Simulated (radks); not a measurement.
These are the eigenvalues of the occupied orbitals of an atom or ion with whole-number occupations (eV). Calculated with a radial shooting solver on a logarithmic mesh with Libxc functionals: non-relativistic Kohn-Sham, LDA (Slater exchange, Perdew-Wang correlation), spin-polarised, spherical densities, point nucleus.

1s: -130.7816

Which element is it, and in what charge state? The configuration may be excited. Open shells, if any, are filled with parallel spins first.

Answer. Z = 4, beryllium, charge +2: Be2+ in [He]. The 1s level, -4.8061 hartree, gives Z - s = 3.1 by -(Z - s)^2/2, which with screening narrows Z to a few neighbours, and with so few levels the electron count can be read from the list.
